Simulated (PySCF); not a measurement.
Species: C3H9ClOSi.
Structure used (PBE0-D3(BJ)/def2-SVP), in Å, numbered top down from 1:
```xyz
15
C3H9ClOSi angstrom
C     -2.2599   -0.3817   -0.9399
C     -1.9449   -1.7999   -1.4103
Si    -0.2631   -2.3970   -0.8925
Cl     0.1126   -4.2660   -1.7268
O      0.8429   -1.3135   -1.4738
C      2.2321   -1.4018   -1.3031
H     -3.2577   -0.0589   -1.2745
H     -1.5243    0.3364   -1.3324
H     -2.2420   -0.3026    0.1590
H     -1.9800   -1.8679   -2.5113
H     -2.6910   -2.5230   -1.0385
H     -0.0998   -2.5597    0.5818
H      2.7086   -0.5829   -1.8623
H      2.5207   -1.3063   -0.2406
H      2.6289   -2.3586   -1.6851
```

Linear response at B3LYP/def2-SVPD (PySCF, frozen core in the response, non-relativistic).

Static isotropic polarisability: 81.45 au (12.07 Å³), principal values 70.2, 83.0, 91.1 au.

What is the polarisability at 1064 nm and at the sodium D line?

82.08 au at 1064 nm (+0.8 %), 83.57 au at 589.3 nm (+2.6 %). The rise at 589.3 nm is 3.35 times that at 1064 nm; a pure ω² law gives 3.26. The lowest singlet lies at 167 nm, shorter than both wavelengths.

What is the isotropic C6 coefficient between two such molecules, C6 = (3/π)∫α(iω)² dω?

2725 au (Eh·bohr⁶) by a ten-point quadrature over imaginary frequencies, which is 1630 eV·Å⁶ or 157 J·nm⁶/mol.

Which effective excitation energy ω̄ makes London's formula C6 = (3/4)α²ω̄ exact here?

ω̄ = 4·C6/(3α²) = 0.548 Eh = 14.9 eV. A one-pole form α(ω) = α/(1 − ω²/ω̄²) fitted to the 1064 nm value gives 13.2 eV.

The lowest 6 singlets have (eV, f): 7.42, 0.018; 7.57, 0.002; 7.71, 0.011; 7.81, 0.008; 7.85, 0.041; 8.05, 0.060. What share of the static polarisability do they carry in the sum over states α = Σ f/ω²?

1.67 au, 2.1 % of α; the largest term, 0.68 au, is that of the state at 8.05 eV. Their oscillator strengths add up to 0.14. Higher states carry the rest.

What three-body coefficient follows from the one-pole estimate C9 = (3/4)·α·C6?

166000 au. This is an estimate from the two numbers above, not a computed integral.

What molar refraction at the D line follows from R = (4π/3)·N_A·α′, with α′ the polarisability volume?

α′ = 12.38 Å³ gives R = 31.24 cm³/mol, for isolated, non-vibrating species.

One conformer stands for the species.
